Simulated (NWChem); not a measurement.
System: C2H5Ga; SMILES C=[CH][GaH2]

Here is an NWChem input.

```
start job
memory heap 200 mb stack 900 mb global 1100 mb
geometry units angstroms noautosym nocenter noautoz
  Ga    -0.036563    -0.757719     0.000000
  H     -1.586123    -1.030798     0.000000
  H      1.000254    -1.938271     0.000000
  C      0.533538     1.109378     0.000000
  C     -0.366682     2.104967     0.000000
  H      1.596104     1.386380     0.000000
  H     -0.077820     3.164279     0.000000
  H     -1.446255     1.909159     0.000000
end
basis spherical
  * library sto-3g
end
dft
  xc hfexch
  iterations 150
end
property
  shielding
  efieldgrad
end
task dft property
```

NWChem printed, in part:

```
             Northwest Computational Chemistry Package (NWChem) 7.3.0
             --------------------------------------------------------

                             Geometry "geometry" -> ""
                             -------------------------

 Output coordinates in angstroms (scale by  1.889725989 to convert to a.u.)

  No.       Tag          Charge          X              Y              Z
 ---- ---------------- ---------- -------------- -------------- --------------
    1 Ga                  31.0000    -0.03656300    -0.75771900     0.00000000
    2 H                    1.0000    -1.58612300    -1.03079800     0.00000000
    3 H                    1.0000     1.00025400    -1.93827100     0.00000000
    4 C                    6.0000     0.53353800     1.10937800     0.00000000
    5 C                    6.0000    -0.36668200     2.10496700     0.00000000
    6 H                    1.0000     1.59610400     1.38638000     0.00000000
    7 H                    1.0000    -0.07782000     3.16427900     0.00000000
    8 H                    1.0000    -1.44625500     1.90915900     0.00000000

 Effective nuclear repulsion energy (a.u.)     153.9491207260

  xc_inp: hfexch multiplicative factor not found.
                              NWChem Property Module
                              ----------------------

  itol2e modified to match energy
  convergence criterion.

                                 NWChem DFT Module
                                 -----------------

 Summary of "ao basis" -> "ao basis" (spherical)
 ------------------------------------------------------------------------------
       Tag                 Description            Shells   Functions and Types
 ---------------- ------------------------------  ------  ---------------------
 Ga                          sto-3g                  8       18   4s3p1d
 H                           sto-3g                  1        1   1s
 C                           sto-3g                  3        5   2s1p

  itol2e modified to match energy
  convergence criterion.

            General Information
            -------------------
          SCF calculation type: DFT
          Wavefunction type:  closed shell.
          No. of atoms     :     8
          No. of electrons :    48
           Alpha electrons :    24
            Beta electrons :    24
          Charge           :     0
          Spin multiplicity:     1
          Use of symmetry is: off; symmetry adaption is: off
          Maximum number of iterations: 150
          AO basis - number of functions:    33
                     number of shells:    19
          Convergence on energy requested:  1.00D-07
          Convergence on density requested:  1.00D-05
          Convergence on gradient requested:  5.00D-04

              XC Information
              --------------
                     Hartree-Fock (Exact) Exchange  1.000

      Superposition of Atomic Density Guess
      -------------------------------------

 Sum of atomic energies:       -1977.42455092

      Non-variational initial energy
      ------------------------------

 Total energy =   -1977.776847
 1-e energy   =   -3088.654758
 2-e energy   =     956.928790
 HOMO         =      -0.029073
 LUMO         =       0.145055

   convergence    iter        energy       DeltaE   RMS-Dens  Diis-err
 ---------------- ----- ----------------- --------- --------- ---------
 d= 0,ls=0.0,diis     1  -1978.4914149006 -2.13D+03  1.49D-02  1.02D-01
 d= 0,ls=0.0,diis     2  -1978.5195320756 -2.81D-02  5.48D-03  1.03D-02
 d= 0,ls=0.0,diis     3  -1978.5220334869 -2.50D-03  1.40D-03  1.89D-03
 d= 0,ls=0.0,diis     4  -1978.5223779562 -3.44D-04  5.43D-04  5.19D-05
 d= 0,ls=0.0,diis     5  -1978.5224146391 -3.67D-05  4.44D-04  1.75D-05
  Resetting Diis
 d= 0,ls=0.0,diis     6  -1978.5224376612 -2.30D-05  5.53D-04  1.10D-05
 d= 0,ls=0.0,diis     7  -1978.5224619781 -2.43D-05  1.85D-04  7.16D-06
 d= 0,ls=0.0,diis     8  -1978.5224691235 -7.15D-06  1.05D-03  5.98D-06
 d= 0,ls=0.0,diis     9  -1978.5224986471 -2.95D-05  8.08D-04  1.96D-06
 d= 0,ls=0.0,diis    10  -1978.5225085027 -9.86D-06  1.30D-04  4.69D-07
 d= 0,ls=0.0,diis    11  -1978.5225091462 -6.43D-07  1.77D-04  1.12D-07
 d= 0,ls=0.0,diis    12  -1978.5225094941 -3.48D-07  1.88D-05  1.76D-08
 d= 0,ls=0.0,diis    13  -1978.5225095029 -8.72D-09  3.54D-06  1.06D-09

         Total DFT energy =    -1978.522509502857
      One electron energy =    -3081.376548374175
           Coulomb energy =     1035.632620146690
    Exchange-Corr. energy =      -86.727702001328
 Nuclear repulsion energy =      153.949120725955

 Numeric. integr. density =        0.000000000000

                       DFT Final Molecular Orbital Analysis
                       ------------------------------------

 Vector   22  Occ=2.000000D+00  E=-2.674181D-01
              MO Center= -3.8D-02, -7.5D-01, -2.2D-13, r^2= 2.6D-01
   Bfn.  Coefficient  Atom+Function         Bfn.  Coefficient  Atom+Function
  ----- ------------  ---------------      ----- ------------  ---------------
    16      0.958531  1 Ga d  0              10      0.268824  1 Ga s
    18     -0.143541  1 Ga d  2              20     -0.132628  3 H  s
    19     -0.127290  2 H  s                 24      0.094074  4 C  py
    22     -0.092970  4 C  s                 14     -0.082442  1 Ga d -2
    11     -0.053524  1 Ga px                23      0.034303  4 C  px

 Vector   23  Occ=2.000000D+00  E=-2.590844D-01
              MO Center= -3.4D-02, -7.2D-01, -1.7D-14, r^2= 4.2D-01
   Bfn.  Coefficient  Atom+Function         Bfn.  Coefficient  Atom+Function
  ----- ------------  ---------------      ----- ------------  ---------------
    14      0.910358  1 Ga d -2              18      0.229559  1 Ga d  2
    11      0.227772  1 Ga px                12     -0.217302  1 Ga py
    16      0.116690  1 Ga d  0              27      0.063877  5 C  s
    29     -0.064074  5 C  py                 7     -0.054388  1 Ga px
     8      0.053838  1 Ga py                31     -0.053819  6 H  s

 Vector   24  Occ=2.000000D+00  E=-2.532394D-01
              MO Center= -2.1D-02, -7.4D-01, -5.6D-15, r^2= 4.2D-01
   Bfn.  Coefficient  Atom+Function         Bfn.  Coefficient  Atom+Function
  ----- ------------  ---------------      ----- ------------  ---------------
    18      0.897517  1 Ga d  2              12      0.271979  1 Ga py
    14     -0.237737  1 Ga d -2              11      0.226556  1 Ga px
    16      0.120416  1 Ga d  0              31     -0.077898  6 H  s
     8     -0.068683  1 Ga py                22     -0.060258  4 C  s
     7     -0.055575  1 Ga px                10      0.051826  1 Ga s

 Vector   25  Occ=0.000000D+00  E= 1.637128D-01
              MO Center= -7.3D-02, -3.3D-01, -3.0D-15, r^2= 2.8D+00
   Bfn.  Coefficient  Atom+Function         Bfn.  Coefficient  Atom+Function
  ----- ------------  ---------------      ----- ------------  ---------------
    13      0.934964  1 Ga pz                30     -0.401275  5 C  pz
     9     -0.245259  1 Ga pz                25      0.090374  4 C  pz
     5      0.073183  1 Ga pz                15      0.039942  1 Ga d -1

 Vector   26  Occ=0.000000D+00  E= 3.607909D-01
              MO Center=  1.2D-01,  1.2D+00,  1.4D-13, r^2= 1.9D+00
   Bfn.  Coefficient  Atom+Function         Bfn.  Coefficient  Atom+Function
  ----- ------------  ---------------      ----- ------------  ---------------
    25      0.836847  4 C  pz                30     -0.712886  5 C  pz
    13     -0.404486  1 Ga pz                 9      0.095941  1 Ga pz
    15     -0.053351  1 Ga d -1               5     -0.028539  1 Ga pz

 Vector   27  Occ=0.000000D+00  E= 4.257301D-01
              MO Center=  5.1D-02, -5.7D-01, -1.2D-13, r^2= 2.8D+00
   Bfn.  Coefficient  Atom+Function         Bfn.  Coefficient  Atom+Function
  ----- ------------  ---------------      ----- ------------  ---------------
    10      1.149722  1 Ga s                 20     -0.653387  3 H  s
    22     -0.627584  4 C  s                 19     -0.603235  2 H  s
    24      0.462597  4 C  py                16     -0.226147  1 Ga d  0
    12      0.141040  1 Ga py                28      0.140278  5 C  px
    32     -0.129826  7 H  s                 23      0.115289  4 C  px

     Multipole analysis of the density
     ---------------------------------

[...]

          -----------------------------------------
          Chemical Shielding Tensors (GIAO, in ppm)
          -----------------------------------------

                                NWChem CPHF Module
                                ------------------

  scftype          =     RHF
  nclosed          =       24
  nopen            =        0
  variables        =      216
  # of vectors     =        3
  tolerance        = 0.10D-03
  level shift      = 0.00D+00
  max iterations   =       50
  max subspace     =       30

 SCF residual:    2.5065529039646043E-005

Iterative solution of linear equations
  No. of variables      216
  No. of equations        3
  Maximum subspace       30
        Iterations       50
       Convergence  1.0D-04

   iter   nsub   residual    time
   ----  ------  --------  ---------
     1      3    1.87D+00       2.5
     2      6    6.07D-01       2.7
     3      9    1.41D+00       2.9
     4     12    5.78D-01       3.1
     5     15    2.75D-01       3.2
     6     18    2.01D-01       3.4
     7     21    2.23D-01       3.6
     8     24    2.18D-01       3.8
     9     27    6.24D-02       4.0
    10     30    8.83D-03       4.2
    11     30    2.76D-03       4.4
    12     30    5.22D-04       4.5
    13     30    6.97D-05       4.7

      Atom:    1  Ga
        Diamagnetic
   2608.2531      1.1772      0.0000
      1.1772   2615.0825      0.0000
      0.0000      0.0000   2609.6965

        Paramagnetic
  -2188.6739   -628.7990     -0.0000
   -628.7990  -4231.7600     -0.0000
     -0.0000     -0.0000   -467.9344

        Total Shielding Tensor
    419.5792   -627.6218     -0.0000
   -627.6218  -1616.6775     -0.0000
     -0.0000     -0.0000   2141.7621

           isotropic =     314.8879
          anisotropy =    2740.3113

          Principal Components and Axis System
                 1           2           3
             2141.7621  -1794.5820    597.4837

      1        -0.0000      0.2727      0.9621
      2        -0.0000      0.9621     -0.2727
      3         1.0000      0.0000      0.0000

      Atom:    2  H
        Diamagnetic
     41.9048      4.2462     -0.0000
      4.2462     26.3988     -0.0000
     -0.0000     -0.0000     24.6807

        Paramagnetic
    -30.0226     -8.4504     -0.0000
     -8.4504    -25.0178     -0.0000
     -0.0000     -0.0000      3.8750

        Total Shielding Tensor
     11.8822     -4.2042     -0.0000
     -4.2042      1.3810     -0.0000
     -0.0000     -0.0000     28.5558

           isotropic =      13.9397
          anisotropy =      21.9241

          Principal Components and Axis System
                 1           2           3
               28.5558     13.3580     -0.0948

      1         0.0000      0.9436      0.3312
      2        -0.0000     -0.3312      0.9436
      3         1.0000     -0.0000      0.0000

      Atom:    3  H
        Diamagnetic
     31.7882     -9.2458     -0.0000
     -9.2458     36.0350     -0.0000
     -0.0000     -0.0000     24.9562

        Paramagnetic
     -9.2144     34.4276      0.0000
     34.4276    -10.5499      0.0000
      0.0000      0.0000      4.0646

        Total Shielding Tensor
     22.5738     25.1818      0.0000
     25.1818     25.4851      0.0000
      0.0000      0.0000     29.0208

           isotropic =      25.6932
          anisotropy =      35.3401

          Principal Components and Axis System
                 1           2           3
               49.2533     29.0208     -1.1944

      1         0.6864     -0.0000      0.7272
      2         0.7272     -0.0000     -0.6864
      3         0.0000      1.0000     -0.0000

      Atom:    4  C
        Diamagnetic
    252.6963      0.1321      0.0000
      0.1321    267.0456     -0.0000
      0.0000     -0.0000    234.0183

        Paramagnetic
   -208.9369    -71.8897      0.0000
    -71.8897   -160.1448      0.0000
      0.0000      0.0000     11.2607

        Total Shielding Tensor
     43.7594    -71.7576      0.0000
    -71.7576    106.9008      0.0000
      0.0000      0.0000    245.2791

           isotropic =     131.9797
          anisotropy =     169.9490

          Principal Components and Axis System
                 1           2           3
              245.2791    153.7257     -3.0655

      1        -0.0000     -0.5465      0.8375
      2         0.0000      0.8375      0.5465
      3         1.0000     -0.0000     -0.0000

      Atom:    5  C
        Diamagnetic
    257.7762     -4.3069      0.0000
     -4.3069    263.2853     -0.0000
      0.0000     -0.0000    240.3322

        Paramagnetic
   -189.9670    -40.6833      0.0000
    -40.6833   -154.7332     -0.0000
      0.0000     -0.0000    -30.6323

        Total Shielding Tensor
     67.8091    -44.9902      0.0000
    -44.9902    108.5521     -0.0000
      0.0000     -0.0000    209.6999

           isotropic =     128.6871
          anisotropy =     121.5193

          Principal Components and Axis System
                 1           2           3
              209.6999    137.5680     38.7932

      1         0.0000     -0.5420      0.8404
      2        -0.0000      0.8404      0.5420
      3         1.0000      0.0000     -0.0000

      Atom:    6  H
        Diamagnetic
     41.0610      4.6967      0.0000
      4.6967     29.4708      0.0000
      0.0000      0.0000     23.4238

        Paramagnetic
    -19.1957    -10.6826      0.0000
    -10.6826     -2.0156      0.0000
      0.0000      0.0000      0.1738

        Total Shielding Tensor
     21.8654     -5.9859      0.0000
     -5.9859     27.4552      0.0000
      0.0000      0.0000     23.5976

           isotropic =      24.3061
          anisotropy =      10.4407

          Principal Components and Axis System
                 1           2           3
               31.2665     23.5976     18.0540

      1        -0.5371      0.0000      0.8435
      2         0.8435      0.0000      0.5371
      3         0.0000      1.0000     -0.0000

      Atom:    7  H
        Diamagnetic
     27.0087      2.3209      0.0000
      2.3209     42.3282     -0.0000
      0.0000     -0.0000     24.7343

        Paramagnetic
     -2.5037     -6.4291     -0.0000
     -6.4291    -12.9364     -0.0000
     -0.0000     -0.0000      0.3796

        Total Shielding Tensor
     24.5050     -4.1082     -0.0000
     -4.1082     29.3918     -0.0000
     -0.0000     -0.0000     25.1139

           isotropic =      26.3369
          anisotropy =       8.0870

          Principal Components and Axis System
                 1           2           3
               31.7283     25.1139     22.1685

      1        -0.4944     -0.0000      0.8692
      2         0.8692     -0.0000      0.4944
      3         0.0000      1.0000      0.0000

      Atom:    8  H
        Diamagnetic
     40.5644     -0.6873      0.0000
     -0.6873     29.7366     -0.0000
      0.0000     -0.0000     23.8741

        Paramagnetic
    -17.0864     -2.2514      0.0000
     -2.2514     -4.7229      0.0000
      0.0000      0.0000      0.5310

        Total Shielding Tensor
     23.4780     -2.9387      0.0000
     -2.9387     25.0138      0.0000
      0.0000      0.0000     24.4051

           isotropic =      24.2990
          anisotropy =       4.4764

          Principal Components and Axis System
                 1           2           3
               27.2832     24.4051     21.2085

      1        -0.6112      0.0000      0.7915
      2         0.7915      0.0000      0.6112
      3         0.0000      1.0000     -0.0000
```

Level: Hartree-Fock/STO-3G, GIAO. STO-3G and 3-21G are far too small for this property and stand as cheap habits. Coordinates come from a PBE0/def2-SVP optimisation. NWChem prints the field gradient with the sign opposite to the second derivative of the potential. The printed shielding anisotropy is the first printed principal value minus the mean of the other two.
